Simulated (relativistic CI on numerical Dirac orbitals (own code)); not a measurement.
Fe2+ in a cubic cluster: 2p photoemission with charge transfer

Computed with a charge-transfer multiplet model of a cubic metal-ligand cluster with up to 3 ligand holes, Slater and spin-orbit integrals from Dirac-Coulomb-Breit ions, Slater integrals scaled by 0.8. The ground state mixes d6 with configurations of k ligand holes L, whose averages lie at kΔ + k(k − 1)U_dd/2; a core hole lowers each added d electron by U_cd. 20 K, Lorentzian 0.6 eV and Gaussian 0.8 eV FWHM.

Atomic integrals in eV (Slater integrals scaled, ζ unscaled), ground: F2dd 8.723, F4dd 5.416, zeta_d 0.049; with the core hole: F2dd 10.208, F4dd 6.385, zeta_d 0.075, zeta_core 8.130, F2cd 5.984, G1cd 4.514, G3cd 2.566.

Cluster parameters (eV): Δ = 5.2, U_dd = 5.6, 10Dq = 0.95, 10Dq(ligand) = 0.1, V(eg) = 1.35, V(t2g) = -0.63, final-state hopping factor = 0.9.

```
         Case   n_d    d6   d7L  d8L2  d9L3     S
U_cd = 7.2 eV  6.08  0.93  0.07  0.00  0.00  2.00
U_cd = 8.4 eV  6.08  0.93  0.07  0.00  0.00  2.00
  U_cd = 9 eV  6.08  0.93  0.07  0.00  0.00  2.00
```

Weights, n_d and S are thermal averages at 20 K. Binding energies count from the first peak over 30 % of the highest in each spectrum, which can be another peak from case to case. The parameters are a model scan and need not match a compound or its usual spin state. Peaks in eV (height, largest 100):
- U_cd = 7.2 eV: 0.0 (100), 1.9 (98), 3.7 (62), 4.8 (63), 14.4 (63), 17.9 (43)
- U_cd = 8.4 eV: 0.0 (85), 2.0 (98), 4.6 (100), 9.0 (26), 14.4 (54), 18.1 (68)
- U_cd = 9 eV: 0.0 (66), 2.1 (78), 4.6 (100), 14.4 (43), 18.4 (65)

Curve for U_cd = 8.4 eV (points under 2 left out, the grid thinned):

(E (eV), Intensity): (-3.4, 2.5), (-2.8, 3.3), (-2.1, 5.3), (-1.5, 9.7), (-0.9, 27.5), (-0.3, 75.4), (0.4, 70.9), (1.0, 71.7), (1.6, 91.8), (2.2, 96.9), (2.9, 78.4), (3.5, 81.3), (4.1, 91.2), (4.8, 98.5), (5.4, 84.8), (6.0, 67.4), (6.6, 53.2), (7.3, 38.9), (7.9, 28.5), (8.5, 25.9), (9.1, 26.4), (9.8, 23.0), (10.4, 17.4), (11.0, 12.7), (11.7, 9.6), (12.3, 10.2), (12.9, 16.5), (13.5, 37.3), (14.2, 53.7), (14.8, 51.4), (15.4, 46.2), (16.0, 35.9), (16.7, 31.2), (17.3, 41.3), (17.9, 64.7), (18.6, 57.7), (19.2, 38.4), (19.8, 28.3), (20.4, 22.1), (21.1, 16.0), (21.7, 11.8), (22.3, 8.0), (22.9, 5.2), (23.6, 3.2), (24.2, 2.1)

For the case U_cd = 7.2 eV, Δ = 5.2 eV is smaller than U_dd = 5.6 eV, the charge-transfer side of the Zaanen-Sawatzky-Allen scheme. With the core hole the configuration with one ligand hole lies at Δ − U_cd = -2.0, -3.2, -3.8 eV from the one without, in the order of the table; where this is negative the screened configuration lies lower, though the effective hopping of about 1.9 eV (from the holes of the mixed ground state) mixes the two strongly wherever it is as large as the gap.
